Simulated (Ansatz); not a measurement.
```yaml
crystal:
  periodic: [false, false, false]
  atoms:
    - {symbol: C, position_ang: [-0.683509, 1.362893, -0.004907]}
    - {symbol: C, position_ang: [-0.249531, 0.308097, 1.011342]}
    - {symbol: Si, position_ang: [1.058811, -0.875959, 0.352642]}
    - {symbol: N, position_ang: [0.414995, -1.714553, -1.017683]}
    - {symbol: H, position_ang: [-1.081088, 0.898623, -0.909767]}
    - {symbol: H, position_ang: [-1.456346, 2.019951, 0.404945]}
    - {symbol: H, position_ang: [0.158568, 1.990926, -0.306138]}
    - {symbol: H, position_ang: [-1.109734, -0.283413, 1.344948]}
    - {symbol: H, position_ang: [0.152893, 0.779417, 1.914325]}
    - {symbol: h, position_ang: [2.242997, -0.121651, -0.170004]}
    - {symbol: H, position_ang: [-0.419335, -2.271522, -0.914356]}
    - {symbol: H, position_ang: [1.048278, -2.148010, -1.671351]}
basis:
  gaussian: {orbitals: pcseg-2, fitting: {mean_field: def2-universal-jkfit}}
magnetization: {spin_polarized: true, initial_magnetization: 1}
hamiltonian: {xc: {name: HSE06}, dispersion: d4}
```

```sh
$ ansatz run in.yaml --threads 4 --pin off --events-out ev --progress --plain --max-ram 10444MiB
```

Shortened log:

```
Error: YAML parse error: error: line 13 column 16: `h` is not an element symbol (H … Og, case-exact)
11 |     - {symbol: H, position_ang: [-1.109734, -0.283413, 1.344948]}
12 |     - {symbol: H, position_ang: [0.152893, 0.779417, 1.914325]}
13 |     - {symbol: h, position_ang: [2.242997, -0.121651, -0.170004]}
14 |     - {symbol: H, position_ang: [-0.419335, -2.271522, -0.914356]}
15 |     - {symbol: H, position_ang: [1.048278, -2.148010, -1.671351]}
```

Q: Something in this input is off. What?

A: An element symbol is wrong. The input was rejected before any iteration.

HSE06 is defined as in plane-wave codes.
